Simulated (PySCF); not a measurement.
A PySCF script (with the pyscf-properties extension) for the NMR shieldings of `InChI=1S/C5H10O4Si/c1-8-5(7)9-4(10)2-3-6/h3-4H,2H2,1,10H3/t4-/m0/s1`, on a GFN2-xTB geometry:

```python
import basis_set_exchange as bse
import numpy as np
from pyscf import gto, dft
from pyscf.prop import nmr

atoms = """
C     3.814856   -0.472966   -0.394772
O     2.647741    0.329476   -0.511216
C     1.512493   -0.230794   -0.085840
O     1.412156   -1.344718    0.349430
O     0.524992    0.642960   -0.232815
C    -0.778212    0.212676    0.199496
Si   -1.789171    1.828488    0.477964
C    -1.376018   -0.739308   -0.832109
C    -2.855023   -0.827420   -0.691171
O    -3.522482   -0.033741   -0.085216
H     3.621934   -1.485190   -0.754965
H     4.574414    0.013170   -1.001404
H     4.137539   -0.523929    0.647146
H    -0.655075   -0.335402    1.139502
H    -2.430989    2.232876   -0.769228
H    -0.750320    2.819299    0.789077
H    -2.664422    1.691852    1.633580
H    -0.928566   -1.735292   -0.777633
H    -1.175078   -0.348721   -1.836666
H    -3.325919   -1.682639   -1.208207
"""
names = dict.fromkeys(["C", "O", "Si", "H"], "pcSseg-1")
basis = {el: gto.basis.parse(bse.get_basis(n, elements=[el], fmt="nwchem")) for el, n in names.items()}
mol = gto.M(atom=atoms, basis=basis, charge=0, verbose=0)
mf = dft.RKS(mol, xc="PBE0")
mf.grids.level = 2
mf.grids.alignment = dft.numint.BLKSIZE   # the property module wants whole blocks of grid points
mf.conv_tol = 1e-9
mf.kernel()

calc = nmr.RKS(mf)   # GIAO
C = mf.mo_coeff
Co = C[:, mf.mo_occ > 0]
resp = mf.gen_response(singlet=True, hermi=2)
def vind(x):   # induced exchange potential for any number of trial vectors
    d = np.einsum("pi,xij,qj->xpq", C, 2 * x.reshape(-1, C.shape[1], Co.shape[1]), Co, optimize=True)
    return np.einsum("xpq,pi,qj->xij", resp(d - d.transpose(0, 2, 1)), C, Co, optimize=True).ravel()
mo1, _ = nmr.rhf.solve_mo1(calc, with_cphf=vind)
sigma = calc.kernel(mo1)
for i, s in enumerate(sigma):   # ppm
    print("%2d %-2s %9.2f" % (i, mol.atom_pure_symbol(i), np.trace(s) / 3))
```

**Question.** What are the results?

**Answer.** 
```
 0 C     130.78
 1 O     189.63
 2 C      21.65
 3 O      33.31
 4 O     162.73
 5 C     123.14
 6 Si    411.14
 7 C     136.07
 8 C     -22.32
 9 O    -340.16
10 H      27.48
11 H      27.88
12 H      27.97
13 H      27.16
14 H      27.69
15 H      27.76
16 H      27.04
17 H      27.64
18 H      29.23
19 H      21.80
```

These numbers come from an equivalent density-fitted implementation of the same equations, which agrees with the script to about 0.01 ppm for H and up to a few tenths of a ppm for heavy atoms, so last digits may differ.

**Question.** Turn these shieldings into chemical shifts. Scale: 13C (186.93 ppm), 29Si (349.16 ppm), 1H (31.72 ppm) vs TMS; 17O (336.08 ppm) vs H2O (reference shieldings calculated alike).

**Answer.** Averaging equivalent atoms: C 8: 209.2; C 2: 165.3; C 5: 63.8; C 0: 56.1; C 7: 50.9; O 9: 676.2; O 3: 302.8; O 4: 173.4; O 1: 146.4; Si 6: -62.0; H 19: 9.92; H 13: 4.56; H 14/15/16: 4.22; H 17: 4.08; H 10/11/12: 3.94; H 18: 2.49 ppm. Unscaled 17O shifts of doubly bonded oxygen tend to come out too high, by tens of ppm or more. Experimental scales use liquid or dissolved standards, which lie at an offset from isolated H2O (liquid H2O: subtract about 36 ppm).

Size and cost of the density-fitted run: 227 basis functions, 70 s wall time on 1 thread of an Intel Xeon Platinum 8488C, shared host; peak memory 0.95 GiB.
